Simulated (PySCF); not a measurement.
## Computed properties of Ga(H)(Me)(OMe) (C₂H₇GaO), SMILES [CH3][GaH][O]C

Ga(H)(Me)(OMe) (C2H7GaO), SMILES [GaH]([CH3])[O]C. Geometry: B3LYP-D3(BJ)/def2-SVP. One conformer was computed; it need not be the lowest. All values are computed for the isolated molecule unless a solvent is named; none is compared with measurement here.

**Structure.** All 27 harmonic modes at B3LYP-D3(BJ)/def2-SVP (PySCF) are real, so it is a minimum. With heavy atoms numbered as in [GaH:1]([CH3:3])[O:7][CH3:8], the shortest bond between them is O7–C8 at 1.402 Å and the longest Ga1–C3 at 1.964 Å.

**Vibrations.** The strongest infrared lines (harmonic, unscaled, degenerate partners summed) lie at 1137 cm⁻¹ (205 km/mol, O 45 %, C 39 %, H 16 %), 1937 cm⁻¹ (185 km/mol, H 99 %), 589 cm⁻¹ (141 km/mol, H 48 %, C 23 %, Ga 22 %). The softest mode is at 41 cm⁻¹ and the zero-point energy is 52.4 kcal/mol.

**Electronic structure.** M06-2X/def2-TZVP (PySCF) places the frontier levels at -9.16 and -0.25 eV, a gap of 8.91 eV, and gives a dipole moment of 1.11 D and a mean polarisability of 56.5 bohr³. PBE/def2-TZVP (PySCF) at the same geometry gives -6.17 and -1.54 eV, so its gap is 4.28 eV narrower. An orbital gap is neither the optical nor the fundamental gap.

**Excitations.** TDDFT-ωB97X/def2-SVPD (PySCF) has S1 at 5.87 eV (211 nm, f = 0.006, weak); the most intense of the 10 singlets computed lies at 8.05 eV (f = 0.26). T1 (TDA) is at 5.63 eV. TDDFT-PBE/def2-SVPD (PySCF) puts S1 at 4.86 eV. No vertical singlet excitation falls in the visible range (under 3.1 eV).

**NMR.** GIAO shifts at HF/pcSseg-1 (PySCF) (non-relativistic, atoms alike by connectivity averaged): ¹³C from -6.6 to 54.5 ppm against TMS; ¹H from 0.3 to 5.0 ppm against TMS.
